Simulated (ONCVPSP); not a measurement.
**Reading a pseudo-wave (potassium)**

Columns: radius, all-electron u(r) and pseudo u(r) of the 3s shell (level -41.34 eV) of potassium in the configuration [Ne] 3s2 3p6; PBEsol, scalar-relativistic, ONCV scheme, ONCVPSP 4.0.1.

```csv
r (bohr),all-electron,pseudo
0.085,0.1244,0.0680
0.170,-0.3206,0.1410
0.255,-0.4982,0.2214
0.340,-0.4115,0.3082
0.425,-0.1816,0.3978
0.510,0.0936,0.4870
0.595,0.3559,0.5748
0.680,0.5772,0.6615
0.765,0.7477,0.7467
0.850,0.8676,0.8271
0.935,0.9414,0.8955
1.020,0.9767,0.9435
1.105,0.9815,0.9644
1.190,0.9631,0.9573
1.275,0.9278,0.9268
1.360,0.8811,0.8810
1.445,0.8272,0.8271
1.530,0.7693,0.7692
1.615,0.7099,0.7098
1.700,0.6508,0.6508
1.785,0.5934,0.5934
1.870,0.5385,0.5385
1.955,0.4867,0.4867
2.040,0.4383,0.4383
2.125,0.3935,0.3935
2.210,0.3523,0.3523
```

**Question.** How many radial nodes do the two functions have?

**Answer.** The all-electron 3s function has n − l − 1 = 2; the pseudo-wave has 0, since the states of the same l below it are removed with the core.

**Question.** At about which radius was the pseudo-wave matched?

**Answer.** 1.40 bohr, where the columns begin to agree (steps of 0.09 bohr).

**Question.** Is the pseudo-wave norm-conserving?

**Answer.** Yes: the ONCV scheme keeps the norm inside the radius equal to the all-electron one, which fixes the energy derivative of the logarithmic derivative at the level.
